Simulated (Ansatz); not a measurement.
Molecule: CCl₂, net charge 0, singlet state. SMILES: Cl[C]Cl
Geometry: optimised at B3LYP-D3(BJ)/def2-TZVP (Ansatz, a quantum-chemistry and plane-wave program).

Quantity: atomisation energy, in kcal/mol. Set-up: atomisation electronic, to ground-state atoms; no spin-orbit coupling; six Cartesian d functions in 6-31G* and its kin unless marked 5d; frozen cores in correlated levels; non-relativistic; 6-311+G** with 5d, 6d on Na to Ar in Ansatz; LANL2DZ with its own core potentials from Na on; UHF or UKS for open shells. Ab initio and DFT rows: single points at B3LYP-D3(BJ) geometries (Ansatz). The Hartree-Fock reference of Cl[C]Cl is unstable towards a lower, spin-broken solution.

| level | program | atomisation energy (kcal/mol) |
|---|---|---|
| MP2/STO-3G | Ansatz | 123.7 |
| MP2/3-21G | Ansatz | 94.3 |
| MP2/LANL2DZ | Ansatz | 93.4 |
| MP2/6-31G* | Ansatz | 155.9 |
| MP2/6-311+G** | Ansatz | 161.0 |

No value to compare with is used here. The 5 habitual levels span 93.4 (MP2/LANL2DZ) to 161.0 kcal/mol (MP2/6-311+G**).

The sets are all those run for this method; runs whose electronic state is in doubt are left out.
